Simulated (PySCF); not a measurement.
C2H10Si2, SMILES [SiH]([SiH3])(C)C.

Geometry: r2SCAN-D4/def2-SVP.

Level of theory: PBE0/def2-TZVP (PySCF).

Symmetry labels are those of the subgroup Cs that the program uses (full group Cs).

Computed valence orbital energies around the gap with their symmetry:
| orbital | symmetry | energy (eV) |
|---|---|---|
| HOMO−7 | A' | -11.59 |
| HOMO−6 | A" | -11.18 |
| HOMO−5 | A" | -11.15 |
| HOMO−4 | A' | -9.67 |
| HOMO−3 | A" | -9.64 |
| HOMO−2 | A' | -8.95 |
| HOMO−1 | A" | -8.85 |
| HOMO | A' | -7.74 |
| LUMO | A' | 0.38 |
| LUMO+1 | A" | 0.42 |
| LUMO+2 | A' | 1.05 |
| LUMO+3 | A' | 1.32 |
